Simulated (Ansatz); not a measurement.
Reaction: CH5OSi (SMILES [SiH3]O[CH2], doublet) → CH5OSi (SMILES O[CH][SiH3], doublet)
Each species at its own B3LYP-D3(BJ)/def2-TZVP minimum (Ansatz, a program for electronic structure), one conformer.

Total energies in hartree (Ansatz). Radicals and triplets start from unrestricted determinants; spin-orbit coupling is neglected. Correlated methods leave the cores frozen. No relativity.

```tsv
species	HF/cc-pV(T+d)Z	CCSD(T)/cc-pV(T+d)Z	HF/cc-pV(Q+d)Z	CCSD(T)/cc-pV(Q+d)Z	CCSD(T)/cc-pV(D+d)Z	CCSDT(Q)/cc-pV(D+d)Z
1: CH5OSi (SMILES [CH2]O[SiH3], doublet)	-404.61498	-405.17915	-404.62828	-405.22737	-405.01479	-405.01657
2: CH5OSi (SMILES O[CH][SiH3], doublet)	-404.57989	-405.15099	-404.59288	-405.19915	-404.99127	-404.99325
```

Q: Work out the isomerisation energy (electronic) in kcal/mol: take Hartree-Fock from cc-pV(Q+d)Z, extrapolate the CCSD(T) correlation energy as X^-3 (X = 3, 4), and add CCSDT(Q) - CCSD(T) in cc-pV(D+d)Z. 1 hartree = 627.51 kcal/mol.

A: 
Species 1: correlation (64·(-0.59909) - 27·(-0.56417))/37 = -0.62457; step -0.00178; E1 = -404.62828 + (-0.62457) + (-0.00178) = -405.25463
Species 2: correlation (64·(-0.60627) - 27·(-0.57110))/37 = -0.63193; step -0.00198; E2 = -404.59288 + (-0.63193) + (-0.00198) = -405.22679
-1·E1 +1·E2 = 0.02784 hartree = 17.5 kcal/mol.
